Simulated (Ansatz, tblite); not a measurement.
Removing and adding an electron: Zn7S7. Total charge 0; singlet. Geometry: r2SCAN-D4/def2-SVP. Ansatz, gas phase; energy differences of separate SCF runs; the oxidised species was run as a doublet alone; the reduced species was run as a doublet alone.

Cartesian coordinates in Å:
```
Zn 1.003 0.597 -2.214
Zn 0.521 -0.211 2.694
Zn 0.104 1.835 1.116
Zn -1.974 -0.466 1.119
Zn -1.825 0.212 -1.564
Zn 2.158 -0.318 0.482
Zn 0.604 -1.815 -1.309
S -1.380 1.022 2.777
S -0.321 2.087 -1.089
S -0.521 -0.953 -3.098
S 2.219 1.231 2.097
S 0.174 -1.853 0.989
S 2.760 -0.810 -1.597
S -3.524 -0.557 -0.403
```

The xTB rows come from tblite. Single mean-field runs in def2-TZVP are fitted with def2-universal-jkfit.

Task: Estimate orbital energies and vertical ionisation energies and electron affinities at: GFN1-xTB; GFN2-xTB; PBE-D4/def2-TZVP; PBE0-D4/def2-TZVP; r2SCAN0-D4/def2-TZVP.

Result: 
```json
{"level": "GFN1-xTB", "−HOMO (eV)": "9.50", "vertical IE (eV)": "11.72", "−LUMO (eV)": "6.91", "vertical EA (eV)": "4.86", "HOMO–LUMO gap (eV)": "2.60", "IE − EA (eV)": "6.86"}
{"level": "GFN2-xTB", "−HOMO (eV)": "11.60", "vertical IE (eV)": "14.06", "−LUMO (eV)": "10.00", "vertical EA (eV)": "8.05", "HOMO–LUMO gap (eV)": "1.60", "IE − EA (eV)": "6.01"}
{"level": "PBE-D4/def2-TZVP", "−HOMO (eV)": "5.27", "vertical IE (eV)": "7.60", "−LUMO (eV)": "3.73", "vertical EA (eV)": "2.06", "HOMO–LUMO gap (eV)": "1.54", "IE − EA (eV)": "5.54"}
{"level": "PBE0-D4/def2-TZVP", "−HOMO (eV)": "6.31", "vertical IE (eV)": "7.81", "−LUMO (eV)": "2.96", "vertical EA (eV)": "1.84", "HOMO–LUMO gap (eV)": "3.35", "IE − EA (eV)": "5.98"}
{"level": "r2SCAN0-D4/def2-TZVP", "−HOMO (eV)": "6.47", "vertical IE (eV)": "7.83", "−LUMO (eV)": "2.85", "vertical EA (eV)": "1.84", "HOMO–LUMO gap (eV)": "3.62", "IE − EA (eV)": "6.00"}
```

Relaxing the reduced species (r2SCAN-D4/def2-SVP) changes its energy by -0.44 eV at PBE-D4/def2-TZVP, so the adiabatic electron affinity to this nearest minimum is 2.50 eV. On the way the bond Zn2–S12 breaks. At PBE0-D4/def2-TZVP it is 2.47 eV.     Raw xTB energy differences between charge states are shifted by several eV; the methods need an empirical correction for them. Sets without diffuse functions give affinities that are too small.
